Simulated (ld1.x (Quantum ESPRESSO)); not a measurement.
Which change was made? (O, RRKJ)

ld1.x (Quantum ESPRESSO) 7.5 input, shortened:

```
&input
   title='O', zed=8., rel=1, dft='PW91', iswitch=3,
   config='[He] 2s2 2p3.5 3d-2'
 /
 &inputp
   pseudotype=2, tm=.false., lloc=-1, rcloc=0.95,
   nlcc=.true., rcore=0.40
 /
3
2S  1  0   2.00   0.00  0.65  0.65  0.0
2P  2  1   3.50   0.00  1.65  1.65  0.0
3D  3  2  -2.00  -0.05  1.75  1.75  0.0
 &test
   configts(1)='2s2 2p3.5'
 /
```

Cutoffs, loose and tight: the cutoffs (Ry, on a coarse ladder) from which the occupation-weighted sum of valence levels, in a spherical-Bessel basis at the reference potential, stays within 10 and 1 mRy of its value at 400 Ry. They do not see the model core or the augmentation charge, which bear on the density cutoff. Test errors are all-electron minus pseudo excitation energies from the reference, over the configurations 2s2 2p4; 2s2 2p3; 2s2 2p2; 2s2 2p4.3; 2s1 2p4; 2s1 2p5; 2s2 2p0; variants that change the core or the reference have their own tests. The largest error is taken over the tests solved by every variant that gives reliable tests at all, those not shown here included: 2s1 2p4; 2s1 2p5; 2s2 2p3; 2s2 2p4; 2s2 2p4.3.

The base gives: outcome: generated; cutoff, loose: 80 Ry; cutoff, tight: 200 Ry; bound ghosts: none; largest test error (meV): -55.

(1) After one change the result is: outcome: generated; cutoff, loose: 110 Ry; cutoff, tight: 200 Ry; bound ghosts: none; largest test error (meV): +14. Which change was it?
A. wave 2p (bound): rc 1.65 bohr becomes 2p (bound): rc 1.02 bohr
B. local potential all-electron potential smoothed inside 1.56 bohr (lloc = -1)
C. reference 2s2 2p4

Answers

(1) A. The others give: reference 2s2 2p4 → outcome: generated; cutoff, loose: 80 Ry; cutoff, tight: 200 Ry; bound ghosts: none; largest test error (meV): +1423 | local potential all-electron potential smoothed inside 1.56 bohr (lloc = -1) → outcome: generated; cutoff, loose: 90 Ry; cutoff, tight: 200 Ry; bound ghosts: s; largest test error (meV): -87.
